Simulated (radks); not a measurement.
Values are calculated unless marked as measured or tabulated.
Bi3+, configuration [Xe] 4f14 5d10 6s1.75 5f0.25 (fractional occupations, a model configuration).

Level of theory: scalar-relativistic Kohn-Sham, LDA (Slater exchange, VWN5 correlation), spin-polarised, spherical densities, point nucleus; open shells are filled with parallel spins first (spin-orbit coupling, left out, can overturn this in heavy ions) (a radial shooting solver on a logarithmic mesh with Libxc functionals).

Energy parts (hartree):
part                       energy
total                 -21517.3335
kinetic                24410.3379
electron-nucleus      -53719.7069
Hartree                 8174.3466
exchange-correlation    -382.3112

Orbitals (lengths in bohr, moments of r in powers of bohr; <r^-3> diverges for s and p1/2; r(90%) holds 90 % of the orbital's charge):
[
 {"orbital": "1s up", "occ.": "1", "eigenvalue (hartree)": "-3331.243", "<r^-3>": "-", "<r^4>": "3.329e-07", "r(90%)": "0.0290"},
 {"orbital": "1s down", "occ.": "1", "eigenvalue (hartree)": "-3331.243", "<r^-3>": "-", "<r^4>": "3.329e-07", "r(90%)": "0.0290"},
 {"orbital": "2s up", "occ.": "1", "eigenvalue (hartree)": "-599.4650", "<r^-3>": "-", "<r^4>": "0.00004781", "r(90%)": "0.103"},
 {"orbital": "2s down", "occ.": "1", "eigenvalue (hartree)": "-599.4648", "<r^-3>": "-", "<r^4>": "0.00004781", "r(90%)": "0.103"},
 {"orbital": "2p up", "occ.": "3", "eigenvalue (hartree)": "-513.0398", "<r^-3>": "31020", "<r^4>": "0.00004001", "r(90%)": "0.0989"},
 {"orbital": "2p down", "occ.": "3", "eigenvalue (hartree)": "-513.0397", "<r^-3>": "31020", "<r^4>": "0.00004001", "r(90%)": "0.0989"},
 {"orbital": "3s up", "occ.": "1", "eigenvalue (hartree)": "-145.5101", "<r^-3>": "-", "<r^4>": "0.001713", "r(90%)": "0.252"},
 {"orbital": "3s down", "occ.": "1", "eigenvalue (hartree)": "-145.5098", "<r^-3>": "-", "<r^4>": "0.001713", "r(90%)": "0.252"},
 {"orbital": "3p up", "occ.": "3", "eigenvalue (hartree)": "-120.8283", "<r^-3>": "7229", "<r^4>": "0.001922", "r(90%)": "0.260"},
 {"orbital": "3p down", "occ.": "3", "eigenvalue (hartree)": "-120.8281", "<r^-3>": "7229", "<r^4>": "0.001922", "r(90%)": "0.260"},
 {"orbital": "3d up", "occ.": "5", "eigenvalue (hartree)": "-96.02928", "<r^-3>": "871.0", "<r^4>": "0.001475", "r(90%)": "0.244"},
 {"orbital": "3d down", "occ.": "5", "eigenvalue (hartree)": "-96.02907", "<r^-3>": "871.0", "<r^4>": "0.001475", "r(90%)": "0.244"},
 {"orbital": "4s up", "occ.": "1", "eigenvalue (hartree)": "-34.20140", "<r^-3>": "-", "<r^4>": "0.03712", "r(90%)": "0.540"},
 {"orbital": "4s down", "occ.": "1", "eigenvalue (hartree)": "-34.20107", "<r^-3>": "-", "<r^4>": "0.03712", "r(90%)": "0.540"},
 {"orbital": "4p up", "occ.": "3", "eigenvalue (hartree)": "-26.11418", "<r^-3>": "1793", "<r^4>": "0.05004", "r(90%)": "0.583"},
 {"orbital": "4p down", "occ.": "3", "eigenvalue (hartree)": "-26.11381", "<r^-3>": "1793", "<r^4>": "0.05004", "r(90%)": "0.583"},
 {"orbital": "4d up", "occ.": "5", "eigenvalue (hartree)": "-16.87773", "<r^-3>": "191.6", "<r^4>": "0.06667", "r(90%)": "0.629"},
 {"orbital": "4d down", "occ.": "5", "eigenvalue (hartree)": "-16.87733", "<r^-3>": "191.6", "<r^4>": "0.06667", "r(90%)": "0.629"},
 {"orbital": "5s up", "occ.": "1", "eigenvalue (hartree)": "-6.88143", "<r^-3>": "-", "<r^4>": "0.8522", "r(90%)": "1.18"},
 {"orbital": "5s down", "occ.": "1", "eigenvalue (hartree)": "-6.88047", "<r^-3>": "-", "<r^4>": "0.8515", "r(90%)": "1.18"},
 {"orbital": "4f up", "occ.": "7", "eigenvalue (hartree)": "-6.69965", "<r^-3>": "39.39", "<r^4>": "0.1039", "r(90%)": "0.698"},
 {"orbital": "4f down", "occ.": "7", "eigenvalue (hartree)": "-6.69920", "<r^-3>": "39.39", "<r^4>": "0.1039", "r(90%)": "0.698"},
 {"orbital": "5p up", "occ.": "3", "eigenvalue (hartree)": "-4.59881", "<r^-3>": "347.0", "<r^4>": "1.506", "r(90%)": "1.36"},
 {"orbital": "5p down", "occ.": "3", "eigenvalue (hartree)": "-4.59727", "<r^-3>": "347.2", "<r^4>": "1.503", "r(90%)": "1.36"},
 {"orbital": "5d up", "occ.": "5", "eigenvalue (hartree)": "-2.06101", "<r^-3>": "24.87", "<r^4>": "4.769", "r(90%)": "1.82"},
 {"orbital": "5d down", "occ.": "5", "eigenvalue (hartree)": "-2.05699", "<r^-3>": "24.96", "<r^4>": "4.727", "r(90%)": "1.82"},
 {"orbital": "6s up", "occ.": "1", "eigenvalue (hartree)": "-1.52032", "<r^-3>": "-", "<r^4>": "28.91", "r(90%)": "2.86"},
 {"orbital": "6s down", "occ.": "0.75", "eigenvalue (hartree)": "-1.50861", "<r^-3>": "-", "<r^4>": "28.74", "r(90%)": "2.85"},
 {"orbital": "5f up", "occ.": "0.25", "eigenvalue (hartree)": "-0.43285", "<r^-3>": "0.3651", "<r^4>": "361.8", "r(90%)": "5.48"},
 {"orbital": "5f down", "occ.": "0", "eigenvalue (hartree)": "-0.42072", "<r^-3>": "0.3633", "<r^4>": "384.9", "r(90%)": "5.57"}
]

The highest occupied level is 5f up at -11.778 eV. Summed over all electrons, <r^2> = 43.43 bohr^2, which gives a Langevin (diamagnetic) susceptibility term of -34.4 x 10^-6 cm^3/mol. The density falls to 0.001 e/bohr^3 at r = 3.58 bohr.
